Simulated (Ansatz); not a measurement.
The same ligand exchange along the group B, Al, Ga, In.

Gas-phase electronic energies from Ansatz, PBE0-D4/def2-TZVP geometries. CCSD(T)/CBS adds triple-zeta CCSD(T) − MP2 to the extrapolated MP2 energy (def2 sets, frozen cores). This one scheme is used for every species. Elements past krypton have def2 core potentials. For Ga, In outer-core shells are correlated without core-valence functions, which leaves a few kJ/mol of doubt a bond. Scalar relativity is left out up to krypton. One conformer a species, not always the lowest.

Question: Order these by ΔE at CCSD(T)/CBS, lowest first. (An estimate is asked.)
A. `FB(S)S` + NH₃ → `NB(F)S` + H₂S
B. `[F][Ga]([SH])[SH]` + NH₃ → `[NH2][Ga]([F])[SH]` + H₂S
C. `[F][Al]([SH])[SH]` + NH₃ → `[NH2][Al]([F])[SH]` + H₂S
D. `[F][In]([SH])[SH]` + NH₃ → `[NH2][In]([F])[SH]` + H₂S

Answer: A (-11.0 kcal/mol), C (+4.9 kcal/mol), B (+11.5 kcal/mol), D (+18.7 kcal/mol).

Largest T1 diagnostic: 0.015, for `[NH2][In]([F])[SH]`.
